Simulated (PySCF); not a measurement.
Static response to an electric field

Species: Se(CCH)2, C₄H₂Se.
Cartesian coordinates in Å at the PBE0-D3(BJ)/def2-SVP level; atoms count from 1:
```
atom  x, y, z in Å
Se1    0.000    0.031   -1.609
C2     1.392   -0.005   -0.424
C3     2.371   -0.029    0.294
H4     3.234   -0.050    0.934
C5    -1.392    0.022   -0.423
C6    -2.371    0.018    0.294
H7    -3.234    0.013    0.935
```

Level: B3LYP/def2-SVPD (PySCF), static field, nuclei fixed, core orbitals frozen in the response. The polarisability tensor in these axes (au):

```
x   103.55  -0.56  -0.01
y    -0.56  47.11  -0.40
z    -0.01  -0.40  67.25
```

Problem. Give the principal values, the mean and the anisotropy Δα = √{½[(α1 − α2)² + (α2 − α3)² + (α1 − α3)²]}.

Solution. Principal values 47.09, 67.26 and 103.55 au; mean 72.64 au = 10.76 Å³ = 11.98 × 10⁻⁴⁰ C²·m²/J; Δα = 49.55 au (68 % of the mean).

Problem. What is the dipole moment, and where does it point?

Solution. (0.00, -0.01, 0.40) D, 0.40 D in size, pointing from the negative to the positive side. Measured along this direction, the outermost atoms are Se1 at the negative end and H4 and H7 at the positive end.

Problem. Find the Langevin capture rate constant for NH4+ (18.034 u) meeting this molecule (129.932 u), k = 2.342 × 10⁻⁹ cm³/s × √(α in Å³ / reduced mass in u).

Solution. The reduced mass is 15.84 u, so k = 1.93 × 10⁻⁹ cm³/s. The formula leaves out the permanent dipole, which adds to the capture rate.

Problem. Directions of the eigenvectors, and the extent of the frame along each?

Solution. Largest value along (1.00, -0.01, 0.00), where the nuclei span 6.47 Å; middle along (0.00, -0.02, 1.00), 2.54 Å; least along (0.01, 1.00, 0.02), 0.00 Å. The response follows the extents in order.

Problem. Rayleigh depolarisation ratio (linearly polarised light, static tensor)?

Solution. ρ = 3Δα²/(45ᾱ² + 4Δα²) = 7367.1/(237422 + 9822.7) = 0.0298.

Problem. What are the principal values of the traceless quadrupole moment, Θ = ½Σq(3rr − r²1), about the centre of nuclear charge?

Solution. -8.97, 1.06, 7.91 D·Å. The values depend on the origin, since the dipole doesn't vanish. The electronic extent ⟨r²⟩ about the same centre is 640 bohr², a root-mean-square distance of 1.73 Å for the 60 electrons.

Problem. Refractivity n − 1 of an ideal gas of it at 350 K and 1 atm, from the electronic α?

Solution. N = p/kT = 2.0968 × 10¹⁹ cm⁻³, so n − 1 = 2π × N × 10.76 × 10⁻²⁴ cm³ = 1418 × 10⁻⁶ at long wavelengths.

Isolated species at its PBE0-D3(BJ)/def2-SVP geometry, gas phase. The calculation is non-relativistic, for selenium too.

These values come from a run that also computed excited states. Hardware: one thread of an x86-64 server, no GPU (shared host). Cost: 8.3 s.
